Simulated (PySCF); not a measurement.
**Stationary points of SeSI₂**

All numbers come from PySCF, PBE, basis Se def2-SVP, S def2-SVP, I def2-SVP with ECP28 (scalar-relativistic core potentials, no spin–orbit coupling, density fitting).

Relaxations began from a few typed shapes. The search is not exhaustive: other isomers or separated fragments can lie lower, and high-lying points may rest on an excited occupation.

**Question.** Which is the lowest minimum found?
A. singlet C2v: Se–I 2.807 Å (×2), Se–S 2.062 Å; I–Se–I 146.9°, I–Se–S 106.6° (×2)
B. singlet Cs: Se–I 2.707 Å (×2), Se–S 2.055 Å; I–Se–I 101.2°, I–Se–S 110.3° (×2)

**Answer.** B. The others lie at 51.8 (singlet C2v, a saddle point) kJ/mol above it.

Counting electrons, selenium keeps 2 of its valence electrons outside its bonds, so the VSEPR class is AX3E1 and the expected shape is trigonal pyramidal; with unlike ligands the computed point group is Cs.
